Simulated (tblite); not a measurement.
C₇H₁₁OP.
Cartesian coordinates in Å at the GFN2-xTB level; atoms count from 1:
```
atom  x, y, z in Å
C1    -1.425    1.080   -0.673
C2    -0.732   -0.213   -0.240
C3    -0.831   -1.259   -1.357
C4    -1.397   -0.763    1.027
C5     0.725    0.040    0.052
O6     1.193    1.287   -0.095
C7     2.493    1.365    0.197
C8     3.072    0.201    0.576
P9     1.894   -1.114    0.569
H10   -2.475    0.884   -0.881
H11   -1.361    1.831    0.110
H12   -0.963    1.481   -1.572
H13   -0.352   -0.896   -2.264
H14   -0.338   -2.179   -1.051
H15   -1.874   -1.476   -1.577
H16   -2.447   -0.972    0.840
H17   -1.324   -0.043    1.840
H18   -0.905   -1.683    1.336
H19    2.934    2.341    0.100
H20    4.107    0.097    0.844
```

Level: GFN2-xTB in tblite, geometry and Hessian alike; calculated harmonic values, unscaled, isolated species. The method is semi-empirical: single wavenumbers can be off by several per cent or more. The optimisation stopped once no atom felt more than 0.01 eV/Å.

Lowest wavenumbers of the output (negative numbers stand for imaginary wavenumbers):
```
mode    cm-1
  1     -23.1
  2     132.4
  3     176.4
  4     198.3
  5     250.2
  6     252.0
  7     295.6
  8     308.4
  9     314.5
 10     380.8
```

Is this structure a minimum?

Not by this Hessian. 1 mode is imaginary beyond 20i (23i cm⁻¹), so at this level the point lies at or near a first-order saddle. The curvature is small, so loose convergence or finite differences may be the whole cause.

Which atoms move in the imaginary mode?

23i: P9 (phosphorus bonded to 2 C) 27 %, O6 (furan-type oxygen) 13 %, C4 (methyl carbon) 11 %, C3 (methyl carbon) 11 %. These are shares of the mass-weighted motion.

What is the remedy?

Step along that mode in both directions, optimise again with tighter thresholds and repeat the frequencies. The zero-point energy of this point (102.8 kcal/mol) counts the 53 real modes alone, and thermal corrections from it aren't those of a minimum.
